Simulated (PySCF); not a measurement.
Species: sum formula Si2H4F (charge -1, singlet). It need not be the lowest isomer of its formula. Whether it binds its extra electron was not tested at this geometry. SMILES: F[SiH-][SiH3]
Geometry: optimised at B3LYP-D3(BJ)/def2-TZVP (Ansatz).

Dispersion corrections to the total energy (kcal/mol) from the dftd3 and dftd4 libraries through PySCF: D3(BJ) without and D4 with the three-body term, each with the damping fitted for the functional named.

```json
[
 {"functional": "LC-wPBE", "D3(BJ)": "-3.12", "D4": "-4.29"},
 {"functional": "r2SCAN", "D3(BJ)": "___", "D4": "-0.90"},
 {"functional": "BLYP", "D3(BJ)": "___", "D4": "-8.33"},
 {"functional": "BP86", "D3(BJ)": "___", "D4": "-5.20"},
 {"functional": "HF", "D3(BJ)": "-25.82", "D4": "-13.05"},
 {"functional": "PBE0", "D3(BJ)": "-2.73", "D4": "-3.23"},
 {"functional": "revPBE", "D3(BJ)": "-7.25", "D4": "-10.93"}
]
```

Problem. Fill in the missing entries.

Solution. 
- r2SCAN, D3(BJ): -0.82
- BLYP, D3(BJ): -6.84
- BP86, D3(BJ): -5.43
